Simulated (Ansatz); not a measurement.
Program: Ansatz. Geometries: PBE0-D4/def2-TZVP. ΔE: electronic, gas phase. CCSD(T)/CBS adds triple-zeta CCSD(T) − MP2 to the extrapolated MP2 energy (def2 sets, frozen cores). DFT in def2-TZVPP. B3LYP here is the variant with VWN-RPA as its local correlation; programs differ in this. HSE06 is defined as in plane-wave codes.

Consider the redistribution: `Cl[SiH]1CO1` + `F[CH]([AlH2])[SiH3]` → `F[Si]1(Cl)CO1` + `[AlH2][CH2][SiH3]`.

```
             level  ΔE (kJ/mol)  difference from CCSD(T)/CBS
            PBE-D4       -250.7                         24.7
           BLYP-D4       -250.8                         24.6
            B97M-V       -276.8                         -1.4
          B3LYP-D4       -260.9                         14.5
        r2SCAN0-D4       -277.0                         -1.6
          BHLYP-D4       -272.4                          3.0
      CAM-B3LYP-D4       -265.0                         10.4
            B2PLYP       -270.4                          5.0
              BLYP       -248.4                         27.0
           r2SCANh       -273.1                          2.3
           r2SCAN0       -276.8                         -1.4
             HSE06       -261.8                         13.6
           LC-ωPBE       -267.8                          7.6
RPA@PBE/def2-TZVPP       -262.6                         12.8
       HF/def2-SVP       -251.9                         23.5
     HF/def2-TZVPP       -276.6                         -1.2
       CCSD(T)/CBS       -275.4                            0
```

Largest T1 diagnostic among the species: 0.013.

From BLYP to BHLYP (50 % exact exchange), in def2-TZVPP and without D4, ΔE moves by −22.7 kJ/mol. At CCSD(T), def2-SVP lies +25.0 kJ/mol from the extrapolated value and def2-TZVPP +0.2 kJ/mol.
